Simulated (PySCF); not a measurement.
A geometry optimisation on `F[P](F)(F)->[Pd]([Cl])([Cl])<-[P](F)(F)F` (trans-PdCl2(PF3)2).

Method: PBE0-D3(BJ)/def2-SVP geometry optimisation, gas phase, def2 core potentials past Kr (PySCF 2.14.0). Start geometry: GFN2-xTB. The input is one job of a driver script: a line of settings, then coordinates in Å.

Input:
```
{"job": {"xc": "PBE0", "basis": "def2-SVP", "d3": "d3bj", "grid": 1, "maxiter": 30, "shake": 0.03, "kind": "geom"}, "charge": 0, "multiplicity": 1}
Pd     0.061860    -0.076550     0.003460
Cl     2.179350     0.512680     0.316140
P      0.009250     2.182660    -0.045130
F      1.061660     2.946990    -1.078990
F      0.577530     2.925940     1.223040
F     -1.198790     3.146910    -0.232810
Cl    -2.166920    -0.534080    -0.332800
P     -0.022900    -2.173080    -0.000750
F     -0.955600    -2.906020     1.143580
F      1.180910    -3.138060     0.249810
F     -0.628280    -2.972900    -1.214660
```

Output:
```
step   0  E = -2328.20709000  max force = 0.093360
step   1  E = -2328.22065334  max force = 0.075964
step   2  E = -2328.23472082  max force = 0.029191
step   3  E = -2328.23874742  max force = 0.006278
step   4  E = -2328.23906287  max force = 0.003821
step   5  E = -2328.23921850  max force = 0.000843
step   6  E = -2328.23922704  max force = 0.000572
step   7  E = -2328.23923336  max force = 0.000487
step   8  E = -2328.23923876  max force = 0.000592
step   9  E = -2328.23925535  max force = 0.000604
step  10  E = -2328.23927356  max force = 0.000464
step  11  E = -2328.23929849  max force = 0.000274
step  12  E = -2328.23931048  max force = 0.000428
optimisation converged
```

Energies in Eh; «max force» is the largest Cartesian gradient component in Eh/bohr.

Task: Give the first gradient maximum in eV/Å.

Result: With 1 Eh/bohr = 51.422 eV/Å, 4.801 eV/Å.

Summary of the converged run: final energy -2328.23931 Eh after 12 steps; dipole 0.01 D.

Task: Give the final coordinates.

Result: 0.181 Å rms from the input after alignment:
```
atom  x, y, z in Å
Pd1    0.0063   -0.0084    0.0086
Cl2    2.2594    0.3304    0.3133
P3    -0.1079    2.2364   -0.0963
F4     0.7511    2.9478   -1.1966
F5     0.3464    3.0273    1.1775
F6    -1.4921    2.9263   -0.3562
Cl7   -2.2442   -0.3589   -0.2977
P8     0.1246   -2.2486    0.1033
F9    -0.7382   -2.9751    1.1902
F10    1.5093   -2.9345    0.3672
F11   -0.3165   -3.0280   -1.1824
```

Task: How long does this job take on an Intel Xeon 6975P-C with one thread, on a shared host? And the peak memory of the process?

Result: About 3.5 min, with 1.1 GiB resident at the peak, the Python interpreter and its libraries included.
Labels such as C1 count atoms from 1, the log's own numbers from 0.
